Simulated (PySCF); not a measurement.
**Iron: a sound run and one with changed settings**

Sound run: Fe⁺ [Ar] 3d6 4s1, Fe²⁺ [Ar] 3d6. Computed with PySCF 2.14 in jorge-DZP-DKH, with the spin-free X2C one-electron Hamiltonian (Gaussian nucleus). In the sound run the correlated levels freeze [Ar]. The sound run starts from symmetry-adapted Hartree-Fock orbitals and uses a fine grid where one is needed.

Changed run: the non-relativistic Hamiltonian (point nucleus). This setting is unsound on purpose.

```csv
species,method,sound run (hartree),changed run (hartree),converged
Fe⁺,UHF,-1271.06109,-1260.12980,yes
Fe⁺,B3LYP,-1272.31044,-1261.34180,yes
Fe⁺,PBE,-1272.03705,-1261.05627,yes
Fe⁺,MP2,-1271.14824,-1260.21599,yes
Fe²⁺,UHF,-1270.50067,-1259.57766,yes
Fe²⁺,B3LYP,-1271.70240,-1260.74272,yes
Fe²⁺,PBE,-1271.42505,-1260.45340,yes
Fe²⁺,MP2,-1270.57596,-1259.65219,yes
```

Ionisation energy of Fe⁺:

```json
{"method": "UHF", "sound run (eV)": "15.250", "changed run (eV)": "15.024"}
{"method": "B3LYP", "sound run (eV)": "16.546", "changed run (eV)": "16.302"}
{"method": "PBE", "sound run (eV)": "16.653", "changed run (eV)": "16.405"}
{"method": "MP2", "sound run (eV)": "15.573", "changed run (eV)": "15.342"}
{"method": "SCS-MP2", "sound run (eV)": "15.436", "changed run (eV)": "15.208"}
```

Most of the change in total energy is the relativistic energy itself. On top of that the contraction fixes the core shape for the Hamiltonian it was made with, so the changed run is not a good calculation with the other Hamiltonian either.

For comparison, NIST gives 16.199 eV between the lowest levels.
